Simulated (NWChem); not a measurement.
Species: TiH3O3Br; SMILES [OH][Ti]([OH])([OH])[Br]

```xyz
8

Ti    -0.0068     0.9088     0.0016
Br    -0.0105    -1.4794    -0.0051
O     -0.3872     1.4874     1.6241
H     -1.1833     1.8543     2.0214
O     -1.2190     1.4964    -1.1373
H     -1.1633     1.8657    -2.0243
O      1.5884     1.4902    -0.4770
H      2.3303     1.8548     0.0158
```
Atoms are numbered in this order, from 1.

Level: PBE0/def2-SVP (NWChem), optimised geometry, unscaled harmonic frequencies. This build's default masses of Se (78.918 u) and Br (79.917 u) are each other's, which moves their modes by up to 0.6 %.

```
frequency (cm⁻¹)  IR intensity (km/mol)
----------------  ---------------------
136                                 1.8
136                                 1.8
149                                67.4
198                                22.9
198                                22.9
262                                30.6
262                                30.6
268                               102.7
374                               263.7
437                               218.6
437                               218.6
449                                 7.1
787                               142.3
839                               211.3
839                               211.3
3933                              329.4
3933                              329.4
3940                              174.6
```

- zero-point energy: 25.1 kcal/mol
- thermal correction to the enthalpy at 298.15 K (with zero-point energy): 31.2 kcal/mol
- heat capacity Cv: 28.1 cal/(mol K)
- entropy at 298.15 K and 1 atm (symmetry number 3): 89.4 cal/(mol K)
- dipole moment: 3.90 D

Rigid rotor and harmonic oscillator.
